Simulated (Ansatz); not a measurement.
Species: AgCl, charge 0, singlet. AgCl (SMILES [Ag][Cl]).
B3LYP-D3(BJ)/def2-TZVP minimum from Ansatz (a program for electronic structure):
```
Ag
Cl 1 2.3078
```

Wanted: atomisation energy (electronic, to ground-state atoms), in kJ/mol. UHF or UKS for unpaired electrons; spin-orbit terms are left out. Correlated methods leave the cores frozen (noble-gas shells, and filled d and f shells in the p block). Past Kr the def2 sets carry scalar-relativistic core potentials. CBS(X,Y): correlation extrapolated as X^-3, Hartree-Fock from the larger set. A bracket is a step between two methods taken in the basis named.

CCSD(T)/CBS(def2-TZVPP,def2-QZVPP) + [CCSDT(Q) - CCSD(T)]/def2-TZVPP + [CCSDTQ - CCSDT(Q)]/def2-SVP (Ansatz) gives 310.4 kJ/mol.

Question: How far off this value is PBE/def2-TZVPD (Ansatz), in which direction, and how far these levels: r2SCAN/def2-TZVPD, PBE0/def2-TZVPD, wB97M-V/def2-TZVPD, B2PLYP/def2-TZVPD, CCSD(T)/CBS(def2-TZVPP,def2-QZVPP)?

Answer: PBE gives 304.4 kJ/mol, 6.0 kJ/mol below it. Differences of the others: r2SCAN/def2-TZVPD (Ansatz) -2.9; PBE0/def2-TZVPD (Ansatz) -13.3; wB97M-V/def2-TZVPD (Ansatz) 11.7; B2PLYP/def2-TZVPD (Ansatz) -15.2; CCSD(T)/CBS(def2-TZVPP,def2-QZVPP) (Ansatz) 0.0 kJ/mol.
